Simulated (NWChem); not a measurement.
Species: SnHOClF$_{2}$; SMILES [OH][Sn]([F])([F])[Cl]

```xyz
6

O      1.8545    -0.8569     0.0000
Sn     0.0158    -0.2111     0.0000
F     -0.9374    -0.9014     1.5134
F     -0.9374    -0.9014    -1.5134
Cl    -0.0382     2.0858     0.0000
H      1.8941    -1.8231     0.0000
```
Atoms are numbered in this order, from 1.

Computed with NWChem. The geometry was optimised at PBE0/def2-SVP. def2 effective core potentials on Sn; no spin-orbit coupling. Level r2SCAN/def2-SVP: energy and gradient on several grids; changes count from the extra-fine grid, which is no exact limit either.

**Question.** Which is the coarsest grid (xcoarse; medium; coarse; fine; xfine) from which on the energy stays within 100 μHa and each gradient component within 200 μHa/bohr of xfine?

**Answer.** fine.
```tsv
grid	size of the energy change (μHa)	largest change of a gradient component (μHa/bohr)
xcoarse	9000	9000
coarse	500	600
medium	300	200
fine	30	80
xfine	< 10	< 30
```
